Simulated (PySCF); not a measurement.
bromine (Br₂), singlet, geometry from GFN2-xTB; DF-B3LYP/6-31G* run with PySCF.

The PySCF input:
```python
from pyscf import gto, scf, dft

mol = gto.Mole()
mol.atom = '''
    Br   -0.00000000   -0.00000000   -1.14062493
    Br    0.00000000    0.00000000    1.14062493
'''
mol.basis = '6-31g*'
mol.verbose = 3
mol.build()

mf = dft.RKS(mol)
mf.xc = 'b3lyp'
mf = mf.density_fit(auxbasis='def2-universal-jkfit')
mf.kernel()
mf.analyze()
```

It wrote (shortened):

```
converged SCF energy = -5147.73658358657
**** MO energy ****
MO #1   energy= -482.860744544181  occ= 2
MO #2   energy= -482.860730007073  occ= 2
MO #3   energy= -62.5559341036167  occ= 2
MO #4   energy= -62.5559061367557  occ= 2
MO #5   energy= -56.3764280598719  occ= 2
MO #6   energy= -56.3764160557989  occ= 2
MO #7   energy= -56.3710519368365  occ= 2
MO #8   energy= -56.3710519368364  occ= 2
MO #9   energy= -56.3710489628913  occ= 2
MO #10  energy= -56.3710489628912  occ= 2
MO #11  energy= -8.75252901833586  occ= 2
MO #12  energy= -8.75252124846177  occ= 2
MO #13  energy= -6.58623145096843  occ= 2
MO #14  energy= -6.58614502992868  occ= 2
MO #15  energy= -6.5675336572447   occ= 2
MO #16  energy= -6.56753365724468  occ= 2
MO #17  energy= -6.5675324252775   occ= 2
MO #18  energy= -6.56753242527748  occ= 2
MO #19  energy= -2.68032506283175  occ= 2
MO #20  energy= -2.67808589071461  occ= 2
MO #21  energy= -2.6743475252042   occ= 2
MO #22  energy= -2.67434752520419  occ= 2
MO #23  energy= -2.67377171099986  occ= 2
MO #24  energy= -2.67377171099985  occ= 2
MO #25  energy= -2.65939852034322  occ= 2
MO #26  energy= -2.65939346707203  occ= 2
MO #27  energy= -2.65936347819229  occ= 2
MO #28  energy= -2.65935842510527  occ= 2
MO #29  energy= -0.864805121826424 occ= 2
MO #30  energy= -0.740204058728354 occ= 2
MO #31  energy= -0.434900355172315 occ= 2
MO #32  energy= -0.367912285680879 occ= 2
MO #33  energy= -0.367912285680875 occ= 2
MO #34  energy= -0.287050556650809 occ= 2
MO #35  energy= -0.287050556650804 occ= 2
MO #36  energy= -0.14075193224063  occ= 0
MO #37  energy= 0.199514241054551  occ= 0
MO #38  energy= 0.25558798949426   occ= 0
MO #39  energy= 0.260769709537152  occ= 0
MO #40  energy= 0.298572843567743  occ= 0
MO #41  energy= 0.29857284356776   occ= 0
MO #42  energy= 0.335736043323591  occ= 0
MO #43  energy= 0.33573604332362   occ= 0
 ** Mulliken atomic charges  **
charge of    0Br =      0.00000
charge of    1Br =     -0.00000
Dipole moment(X, Y, Z, Debye):  0.00000, -0.00000,  0.00000
```
